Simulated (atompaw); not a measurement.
## What one change does to a pseudopotential (nitrogen, PAW (atompaw))

N (Z = 7), PAW, made with atompaw 4.2.0.5 (PBE, scalar-relativistic). Core [He], reference 2s2 2p2 (charge +1). Waves: 2s (bound): rc 1.80 bohr; 2s channel at -2.05 Ry: rc 1.80 bohr; 2p (bound): rc 1.80 bohr; 2p channel at 2.55 Ry: rc 1.80 bohr. Local part: vpsmatchnc scheme with l = 2 at -0.5 Ry, radius 1.60 bohr. Core correction: smooth core density matched at 1.40 bohr. Augmentation charge: besselshape compensation charge, radius 1.75 bohr; PAW radius 1.80 bohr; waves and projectors: custom polynom vanderbiltortho.

All-electron outer shells of the reference configuration (PBE, scalar-relativistic, ld1.x):

```
shell  level (eV)  outermost node (bohr)  outermost maximum (bohr)
   2s      -32.46                   0.32                      0.99
   2p      -20.69                      –                      0.92
```

Change: wave 2p channel at 2.55 Ry: rc 1.80 bohr becomes 2p channel at 2.55 Ry: rc 1.18 bohr.

Cutoffs: the cutoffs (Ry, on a coarse ladder) from which the occupation-weighted sum of valence levels, in a spherical-Bessel basis at the reference potential, stays within 10 and 1 mRy of its value at 400 Ry; they do not see the model core or the augmentation charge, which bear on the density cutoff.

**Question.** What does the change do?

**Answer.** The potential gets softer (21 Ry and 35 Ry → 18 Ry and 30 Ry); neither file shows a bound ghost.

| quantity | base | changed |
| --- | --- | --- |
| cutoff, loose | 21 Ry | 18 Ry |
| cutoff, tight | 35 Ry | 30 Ry |
| bound ghosts | none | none |
| s: phases at 1.81 bohr within 0.05 rad from the reference energy up to (Ry; the scan ends near 5) | to the end of the scan | to the end of the scan |
| p: phases at 1.81 bohr within 0.05 rad from the reference energy up to (Ry; the scan ends near 5) | to the end of the scan | to the end of the scan |
| lowest overlap eigenvalue by channel | s 0.65, p 0.88 | s 0.65, p 0.99 |

 The cutoffs see the waves, projectors and local potential, not the compensation charge or the core.
